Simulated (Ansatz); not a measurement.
SnBr, SMILES [Br][Sn] (connectivity only; charge and spin as stated), neutral, multiplicity 2.

Geometry: B3LYP-D3(BJ)/def2-TZVP. The multiplicity is an assumed one; other spin states were not compared. The def2 effective core potentials stand for the cores of Sn; spin–orbit coupling is left out.

Two levels are set side by side: PBE/def2-TZVPD (Ansatz, a first-principles code) and PBE0/def2-TZVPD (Ansatz). Energy differences of separate SCF runs at the same geometry; the states with an electron removed or added have multiplicity 1 and 3. Differences are taken from unrounded values.

```tsv
quantity	PBE0	PBE	PBE minus PBE0
vertical ionisation energy (eV)	7.10	6.93	-0.17
vertical electron affinity (eV)	1.47	1.37	-0.10
```
